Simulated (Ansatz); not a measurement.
`O[BH][GeH2][CH2]O` + `[SiH3]CS` → `OCSC[SiH3]` + `O[BH][GeH3]`  (substitution at a C–Ge bond)

Isolated molecules relaxed with PBE0-D4/def2-TZVP in Ansatz; ΔE leaves out vibrations. CCSD(T)/CBS adds triple-zeta CCSD(T) − MP2 to the extrapolated MP2 energy (def2 sets, frozen cores). Functionals use def2-TZVPP. For Ge outer-core shells are correlated without core-valence functions, which leaves a few kJ/mol of doubt a bond. Scalar relativity is left out up to krypton. One conformer a species, not always the lowest.

(1) Is it downhill or uphill in electronic energy at CCSD(T)/CBS, and by how much? (Best estimate.)

(2) What do these levels give: PBE-D4, PBE0-D4, PBE0, SCS-MP2/def2-TZVPP, HF/CBS(def2), MP2/CBS(def2)? (An estimate is asked.)

Largest T1 diagnostic among the species: 0.013.

Results:

(1) The calculation gave: Downhill: ΔE = -0.05 eV.

(2) Computed: PBE-D4 -0.12, PBE0-D4 -0.10, PBE0 -0.08, SCS-MP2/def2-TZVPP -0.03, HF/CBS(def2) -0.04, MP2/CBS(def2) -0.07 eV.

The D4 term adds −0.04 eV with B3LYP and −0.02 eV with PBE0; it sums over pairs of atoms, weighted by their polarisabilities, and B3LYP, whose exchange is more repulsive, gets the larger term.

B3LYP here is the variant with VWN-RPA as its local correlation; programs differ in this.
